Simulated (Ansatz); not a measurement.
`C[O][Cu-][OH2+]` from Hartree–Fock to CCSD(T)

```xyz
9

C     1.101   -1.423   -0.797
O     0.718   -0.870    0.416
Cu   -0.389    0.517    0.526
O    -1.583    2.020    0.787
H     1.784   -2.266   -0.613
H     0.260   -1.825   -1.388
H     1.641   -0.720   -1.455
H    -2.368    1.799    1.299
H    -1.163    2.768    1.225
```

Charge 0, multiplicity 1. For Cu the d shell is correlated and the shells below it are frozen. Scalar relativity is left out up to krypton. Geometry: relaxed with PBE0-D4/def2-TZVP. It is one conformer, not always the lowest. Frozen core, restricted reference, the Gaussian-basis code of Ansatz.

| basis | HF (Eh) | MP2 corr. |
| --- | --- | --- |
| def2-SVP | -1829.04482 | -0.86086 |
| def2-TZVPP | -1829.50930 | -1.21185 |
| def2-QZVPP | -1829.55966 | -1.29552 |

Task: Estimate the CCSD correlation energy and the (T) correction in each basis where they were run (hartree).

Result: 
| basis | CCSD corr. | (T) |
| --- | --- | --- |
| def2-SVP | -0.84900 | -0.02618 |
| def2-TZVPP | -1.15419 | -0.04624 |
